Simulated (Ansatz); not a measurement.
A nudged elastic band was laid between two geometries of CH5BOSi (9 atoms, charge 0, multiplicity 1).

These are results of RKS PBE0-D4/def2-SVP (Ansatz), not measurements.

```
movable images  : 5
climbing image  : yes
spring          : 5.0 eV/Å²
optimiser       : quadratic models (default)
start path      : IDPP
force threshold : 0.03 eV/Å
iteration limit : 60
end points      : relaxed
```

First end point:

```xyz
9
Properties=species:S:1:pos:R:3
C -0.354 0.572 -1.187
B -0.372 -0.620 -0.198
Si 0.622 -0.393 1.568
O 1.336 0.925 1.937
H 0.698 0.824 -1.422
H -0.709 1.481 -0.666
H -0.916 0.435 -2.121
H -0.944 -1.664 -0.423
H 0.637 -1.561 2.512
```

Last end point:

```xyz
9
Properties=species:S:1:pos:R:3
C -0.322 0.567 -1.185
B -0.313 -0.596 -0.162
Si 0.625 -0.338 1.626
O 1.299 1.003 1.986
H -1.373 0.814 -1.429
H 0.095 0.207 -2.144
H 0.205 1.478 -0.871
H -0.861 -1.647 -0.414
H 0.644 -1.488 2.592
```

**Question.** Which bonds break or form, and what moves?

**Answer.** No bond is made or broken. The dihedral H5–C1–B2–Si3 goes from 57 to -123°.

**Question.** What energy profile does the band end with?

**Answer.** The forces met the threshold. The highest image is number 4 of 0 to 6, 0.000 eV above the first end and 0.015 eV above the last; the last end lies 0.015 eV below the first. Beside the main top the profile has a ripple of under 15 meV (maxima at images 2, 4), which may be a very shallow well or noise. A structure lower than the first end lies on the path between it and the top, so the climb from that side starts below the end, which may itself be a saddle point or a shallow side well. A structure lower than the last end lies on the path between it and the top, so the climb from that side starts below the end, which may itself be a saddle point or a shallow side well. The top lies less than 8 meV above the higher end, about what the thresholds resolve: that end is a shoulder or a very shallow well. A vibrational analysis at the climbing image gives 2 clearly imaginary modes (178i, 52i cm⁻¹): a point of higher order, so a lower path passes nearby.

```
image  path coordinate (Å)  energy (eV)  dihedral H5–C1–B2–Si3 (°)
    0                 0.00        0.000                         57
    1                 0.83       -0.022                         90
    2                 1.66       -0.015                        125
    3                 2.49       -0.021                        158
    4                 3.32        0.000                       -180
    5                 4.17       -0.022                       -156
    6                 5.02       -0.015                       -123
```

**Question.** What is the geometry of the highest image?

**Answer.** 
```xyz
9
Properties=species:S:1:pos:R:3:forces:R:3
C 0.479 0.496 -1.176 0.00 0.01 -0.01
B 0.248 -0.681 -0.196 0.00 0.00 0.00
Si -0.719 -0.271 1.551 0.00 -0.01 0.00
O -1.206 1.152 1.896 0.00 0.01 0.00
H 0.995 0.253 -2.115 0.00 0.00 0.00
H 1.030 1.298 -0.647 0.00 0.00 0.00
H -0.492 0.978 -1.397 0.00 0.00 0.00
H 0.612 -1.815 -0.419 0.00 0.00 0.00
H -0.947 -1.410 2.504 0.00 0.00 0.00
```

Time of the run: 120 s on 1 thread of Arm Neoverse V1, on a shared host, peak memory 0.16 GiB.
